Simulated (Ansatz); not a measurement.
Coupled-cluster run, CH9NOSi2 (`N[SiH2][SiH2]CO`).

```yaml
crystal:
  periodic: [false, false, false]
  atoms:
    - {symbol: N, position_ang: [-0.869426, 0.577959, 2.726011]}
    - {symbol: Si, position_ang: [-1.058270, 0.085178, 1.079178]}
    - {symbol: Si, position_ang: [0.930372, -0.062747, -0.167985]}
    - {symbol: C, position_ang: [0.634420, -0.748984, -1.916568]}
    - {symbol: O, position_ang: [-0.271067, 0.058036, -2.660102]}
    - {symbol: H, position_ang: [-0.329991, 0.002440, 3.353511]}
    - {symbol: H, position_ang: [-0.709415, 1.553734, 2.921131]}
    - {symbol: H, position_ang: [-1.968211, 1.069521, 0.434630]}
    - {symbol: H, position_ang: [-1.700993, -1.259300, 1.066821]}
    - {symbol: H, position_ang: [1.931393, -0.916524, 0.541600]}
    - {symbol: H, position_ang: [1.540953, 1.295481, -0.319442]}
    - {symbol: H, position_ang: [0.174382, -1.738311, -1.846496]}
    - {symbol: H, position_ang: [1.584343, -0.887230, -2.451343]}
    - {symbol: H, position_ang: [0.098612, 0.941548, -2.732142]}
basis:
  gaussian: {orbitals: def2-TZVPP}
correlation: {method: ccsd_t}
```

```sh
$ ansatz run in.yaml --threads 4 --pin off --events-out ev --progress --plain --max-ram 10444MiB
```

Log, shortened:

```
Functional definition: HF
1754 factors; integrals over basis functions are off by at most 1.2e-3 eV
mean field evaluation 1: about -20414.0502 eV, gradient 4.5e1 eV
mean field evaluation 2: about -20414.3384 eV, gradient 4.5e1 eV
mean field evaluation 4: about -20419.0534 eV, gradient 4.4e0 eV
mean field evaluation 8: about -20419.1348 eV, gradient 3.2e-1 eV
mean field -20419.13523042 eV, -750.3893791309 hartree, gradient 6.4e-6 eV, S^2 0.000000; 0 other end points of the search recorded, 0 dependent functions left out
13 core orbitals not correlated: weight in the atoms' cores, before any rotation towards them, 1.000 or more for the frozen orbitals, at most 0.000 for the correlated occupied ones
reference -20419.13523042 eV, -750.3893791309 hartree; 16, 16 occupied and 274, 274 virtual orbitals, 1754 factors
second order -23.99816153 eV of doubles, -0.00000000 eV of singles
cycle   1  -24.85187240 eV  change   -8.5e-1 eV  update   1.0e-1
cycle   2  -25.49136625 eV  change   -6.4e-1 eV  update   3.1e-2
cycle   3  -25.60635781 eV  change   -1.1e-1 eV  update   1.5e-2
cycle   4  -25.59573319 eV  change    1.1e-2 eV  update   3.9e-3
cycle   5  -25.59458406 eV  change    1.1e-3 eV  update   1.8e-3
cycle   6  -25.59492143 eV  change   -3.4e-4 eV  update   5.3e-4
cycle   7  -25.59458008 eV  change    3.4e-4 eV  update   2.2e-4
cycle   8  -25.59452318 eV  change    5.7e-5 eV  update   7.7e-5
cycle   9  -25.59455212 eV  change   -2.9e-5 eV  update   3.3e-5
perturbative correction -0.94496389 eV, -0.0347267826 hartree
Total energy: -20445.67474643 eV, -751.3646883554 hartree
```

Hardware: 4 threads of an AMD EPYC 9R45 on a shared host. Wall time 3.9 min, peak host memory 3.9 GiB.

Correlation energy per correlated electron: -0.829 eV. T1 diagnostic: 0.0116.
